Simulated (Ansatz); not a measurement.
Start from `C=C[SiH](Cl)C=C` and change one atom or group to get `C=C[SiH2]Cl`.

Ansatz, PBE0-D4/def2-TZVP geometries, multiplicity 1. Each molecule was computed in one conformer, which needn't be the lowest.

```csv
property,`C=C[SiH](Cl)C=C`
HOMO energy (PBE/def2-TZVPP) / eV,-7.00
HOMO–LUMO gap (PBE/def2-TZVPP) / eV,5.11
size of the dipole moment (B3LYP/def2-TZVPP) / D,2.20
size of the dipole moment (PBE/def2-TZVPP) / D,2.12
LUMO energy (PBE/def2-TZVPP) / eV,-1.89
HOMO–LUMO gap (ωB97M-V/def2-TZVPP) / eV,11.59
```

**Question.** Give the same properties after the change, and the shifts. (An estimate is asked.)

**Answer.** Computed: 
| property | `C=C[SiH2]Cl` | shift |
| --- | --- | --- |
| HOMO energy (PBE/def2-TZVPP) / eV | -7.22 | -0.22 |
| HOMO–LUMO gap (PBE/def2-TZVPP) / eV | 5.30 | 0.19 |
| size of the dipole moment (B3LYP/def2-TZVPP) / D | 1.92 | -0.28 |
| size of the dipole moment (PBE/def2-TZVPP) / D | 1.86 | -0.26 |
| LUMO energy (PBE/def2-TZVPP) / eV | -1.93 | -0.04 |
| HOMO–LUMO gap (ωB97M-V/def2-TZVPP) / eV | 11.77 | 0.18 |

Dipoles are sizes alone; their direction can turn.

B3LYP here is the variant with VWN-RPA as its local correlation; programs differ in this.
